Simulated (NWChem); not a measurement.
BeH2; SMILES [BeH2]

Program: NWChem. All runs use the structure optimised with PBE0/def2-SVP. Vertical excitations in the gas phase; the lowest state need not have the same character in each row.

```json
[
 {"level": "PBE/aug-cc-pVDZ, full TDDFT", "lowest excitation, singlet (eV)": "5.93", "oscillator strength of that lowest state": "0.000", "lowest state with f > 0.02, singlet (eV)": "7.41", "oscillator strength of that bright state": "0.268", "orbital gap (eV)": "5.83"},
 {"level": "B3LYP/aug-cc-pVDZ, full TDDFT", "lowest excitation, singlet (eV)": "6.22", "oscillator strength of that lowest state": "0.000", "lowest state with f > 0.02, singlet (eV)": "7.88", "oscillator strength of that bright state": "0.300", "orbital gap (eV)": "7.54"},
 {"level": "LRC-wPBEh/aug-cc-pVDZ, full TDDFT", "lowest excitation, singlet (eV)": "6.27", "oscillator strength of that lowest state": "0.000", "lowest state with f > 0.02, singlet (eV)": "8.29", "oscillator strength of that bright state": "0.026", "orbital gap (eV)": "11.05"},
 {"level": "BHandHLYP/aug-cc-pVDZ, full TDDFT", "lowest excitation, singlet (eV)": "…", "oscillator strength of that lowest state": "0.000", "lowest state with f > 0.02, singlet (eV)": "…", "oscillator strength of that bright state": "…", "orbital gap (eV)": "…"}
]
```

Question: Some entries are withheld; supply them.

Answer: 
- BHandHLYP/aug-cc-pVDZ, full TDDFT, lowest excitation, singlet (eV): 6.55
- BHandHLYP/aug-cc-pVDZ, full TDDFT, lowest state with f > 0.02, singlet (eV): 8.77
- BHandHLYP/aug-cc-pVDZ, full TDDFT, oscillator strength of that bright state: 0.033
- BHandHLYP/aug-cc-pVDZ, full TDDFT, orbital gap (eV): 9.89
